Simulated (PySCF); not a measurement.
# IrCl3: from structure and modes to constants

Level of theory: PySCF, UPBE0, basis Ir def2-SVP with ECP60, Cl def2-SVP (scalar-relativistic core potentials, no spin–orbit coupling, density fitting).

The triplet minimum has C2v symmetry. Masses (u): Ir 192.96292, Cl 34.96885.

```xyz
4
charge 0 multiplicity 3, angstrom
Ir    0.0000    0.0000   -0.1462
Cl    0.0000    0.0000    2.0565
Cl    2.1552    0.0000   -0.6240
Cl   -2.1552    0.0000   -0.6240
```

Harmonic wavenumbers (cm⁻¹): 95.0 (b2, ×1), 99.7 (b1, ×1), 112.4 (a1, ×1), 399.2 (a1, ×1), 409.4 (b2, ×1), 414.0 (a1, ×1).

(1) Find the principal moments of inertia and the rotational constants. What kind of rotor is it?

(2) What is the harmonic zero-point energy?

(3) Find the vibrational entropy and heat capacity at 298.15 K.

(4) Give the standard entropy (298.15 K, 1 bar) by its translational, rotational, vibrational and spin parts, and Cp.

Answers

(1) About the centre of mass I = 179.25, 324.86, 504.11 u Å². With B = 16.8576/I this gives 0.09404, 0.05189, 0.03344 cm⁻¹. The molecule is an asymmetric top with κ = -0.39.

(2) Half the sum of all 6 wavenumbers, 1530/2 = 765 cm⁻¹, which is 9.1 kJ/mol (1 cm⁻¹ = 0.0119627 kJ/mol).

(3) With u = 1.43878 ω/T, each mode gives S = R[u/(eᵘ−1) − ln(1−e⁻ᵘ)] and C = R u² eᵘ/(eᵘ−1)².
```tsv
ω (cm⁻¹)	u	S (J/(mol K))	C (J/(mol K))
95.0	0.458	14.87	8.17
99.7	0.481	14.48	8.16
112.4	0.543	13.50	8.11
399.2	1.926	4.04	6.16
409.4	1.976	3.89	6.07
414.0	1.998	3.82	6.02
```
The sums over all modes are S = 54.6 and C = 42.7 J/(mol K); the softest mode gives 27 % of the entropy.

(4) Sackur–Tetrode with M = 297.87 u gives 179.9; rotation with symmetry number 2 gives 114.2; vibration 54.6; spin R ln 3 = 9.1. The total is 357.9 J/(mol K), and Cp = 4 R + 42.7 = 75.9 J/(mol K).

This need not be the most stable arrangement of these atoms. With open d or f shells other occupations or spin states may lie lower. With an element this heavy the missing spin–orbit coupling can shift these numbers.
